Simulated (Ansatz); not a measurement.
# Abstraction of Cl: C3H7Cl + CH2Br → C3H7 + CH2BrCl

Species: C3H7Cl `CC(C)Cl`, singlet; CH2Br `[CH2]Br`, doublet; C3H7 (methylethyl) `C[CH]C`, doublet; CH2BrCl `ClCBr`, singlet. A radical takes Cl: the energy is the difference in strength between two C–Cl bonds in different surroundings.

Shapes, held fixed at every level: PBE0-D4/def2-TZVP. Programs: Ansatz 0.2.0. The zero-point and thermal change to 298 K, harmonic and unscaled (PBE0-D4/def2-TZVP), is 0.0 kJ/mol.

(1) Estimate ΔH(298 K) of this reaction.

Answers

(1) The highest level, CCSD(T)/def2-TZVPP, gives ΔH(298 K) = +26.6 kJ/mol; the levels span +19.3 to +27.9. The column of differences is taken from that level and isn't an error. No measured value is set beside it here. Open shells run unrestricted unless RO is named. Relativity is left out for Br unless named. Correlated rows may include outer-core shells of Br, which these sets cover unevenly.

| level | kind | ΔH(298 K) (kJ/mol) | less CCSD(T)/def2-TZVPP |
| --- | --- | --- | --- |
| HF/def2-TZVPP | Hartree–Fock | +21.7 | -4.9 |
| SPW92/def2-TZVPP | LDA | +19.3 | -7.3 |
| wB97M-V/def2-TZVPP | range-separated hybrid | +21.9 | -4.7 |
| MP2/def2-TZVPP | perturbation theory | +25.9 | -0.7 |
| CCSD/def2-SVP | coupled cluster or CI | +27.9 | +1.3 |
| CCSD/def2-TZVPP | coupled cluster or CI | +25.4 | -1.2 |
| CCSD(T)/def2-TZVPP | coupled cluster or CI | +26.6 | 0.0 |
